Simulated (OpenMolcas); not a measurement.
## Predicting a hybrid from its neighbours: AlSnSiH7

AlSnSiH7: 10 atoms, total charge 0, spin state singlet. SMILES: `[SiH3][AlH][SnH3]`. Geometry: relaxed at PBE0-D4/def2-TZVP.

The vertical energy of the triplet above the singlet y, in eV, basis def2-SVP with a core potential; a is the functional's share of exact exchange. Programs: OpenMolcas 26.06.

| functional | program | a | y (eV) |
| --- | --- | --- | --- |
| revPBE | OpenMolcas | 0 | 2.76 |
| BLYP | OpenMolcas | 0 | 2.88 |
| B3LYP | OpenMolcas | 0.2 | ? |
| PBE0 | OpenMolcas | 0.25 | 2.95 |
| BHLYP | OpenMolcas | 0.5 | 3.24 |

Question: Fit y = c + s·a to the known rows and predict B3LYP.

Answer: 
1. Means of the 4 rows: a = 0.1875, y = 2.958.
2. Σ(Δa)² = 0.17188, Σ(Δa·Δy) = 0.13938, so the slope is 0.13938/0.17188 = 0.81091.
3. Intercept: 2.958 − (0.81091) × 0.1875 = 2.806. The largest residual of the fit is 0.074.
4. B3LYP: 2.806 + (0.81091) × 0.2 = 2.97 eV.

The run gave 3.04 eV, so the prediction is off by -0.07 eV, within the largest residual. The rows mix families of semi-local functionals, which the line can't see. Spin-orbit coupling is left out.
